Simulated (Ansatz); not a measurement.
Geometry optimisation, RKS PBE0-D4/def2-SVP (Ansatz 0.2.0).

The input (input.yaml):

```yaml
crystal:
  periodic: [false, false, false]
  atoms:
    - { symbol: Si, position_ang: [0.4875, -0.5769, 0.1341] }
    - { symbol: O, position_ang: [-1.4552, -0.199, -0.4747] }
    - { symbol: H, position_ang: [0.4589, -1.7388, -0.7606] }
    - { symbol: H, position_ang: [1.9262, -0.397, 0.4425] }
    - { symbol: "N", position_ang: [-0.1327, -0.442, 1.7212] }
    - { symbol: H, position_ang: [-0.8454, 0.8176, -0.9517] }
    - { symbol: "N", position_ang: [0.4293, 1.228, -0.9801] }
    - { symbol: H, position_ang: [-1.7509, -0.7334, -1.2107] }
    - { symbol: H, position_ang: [0.4287, -0.6999, 2.5119] }
    - { symbol: H, position_ang: [-1.1179, -0.5395, 1.8939] }
    - { symbol: H, position_ang: [0.9081, 1.224, -1.8658] }
    - { symbol: H, position_ang: [0.6633, 2.0569, -0.46] }
basis:
  gaussian: { orbitals: def2-SVP }
hamiltonian:
  xc: pbe0
  dispersion: d4
relax:
  f_tol: 0.15
  max_steps: 25
  restrain:
    - { distance: [0, 6], at: 3.12, k: 30.0 }
    - { distance: [5, 1], at: 2.27, k: 30.0 }
    - { distance: [0, 1], at: 1.77, k: 30.0 }
    - { distance: [5, 6], at: 1.02, k: 30.0 }
```

Command:

```bash
$ ansatz run input.yaml --threads 2 --pin off --max-ram 3072MiB --backend cpu --events-out ev --progress --plain --runs-dir out
```

Task: Where does it end, and by what steps?

Result: The forces met the threshold. The restraints hold the end off the free minimum. After 17 steps the energy has fallen by 1.207 eV (the restraints' own energy left out); H3 moved furthest, 1.27 Å. Parted: Si1–N7. Joined: H6–N7.

```csv
step,energy less start (eV),largest force component (eV/Å),accepted
0,0.0000,2.326,yes
1,0.4304,2.764,yes
2,0.5537,2.752,yes
3,0.4581,2.178,yes
4,-0.2255,1.759,yes
5,-0.6091,1.118,yes
6,-0.8508,1.187,yes
7,-0.9045,1.333,yes
8,-0.9445,1.354,yes
9,-1.0138,1.296,yes
10,-1.0865,1.166,yes
11,-1.1371,1.153,yes
12,-1.1548,1.164,yes
13,-1.1741,1.481,yes
14,-1.1922,0.916,yes
15,-1.1761,1.459,no
16,-1.2018,1.284,yes
17,-1.2072,1.014,yes
```

```xyz
12
Properties=species:S:1:pos:R:3
Si 0.113 -1.047 -0.005
O -1.202 -0.578 -1.017
H -0.042 -2.538 0.088
H 1.451 -0.752 -0.579
N 0.025 -0.243 1.511
H -0.401 1.525 -1.302
N 0.286 1.996 -0.714
H -1.642 -1.344 -1.399
H 0.867 0.077 1.973
H -0.727 -0.411 2.165
H 1.195 1.611 -0.958
H 0.077 1.703 0.238
```

Whether the end is a true minimum wasn't checked by a vibrational analysis.

Time of the run: 72 s on 2 threads of Arm Neoverse N1, on a shared host, peak memory 0.2 GiB.
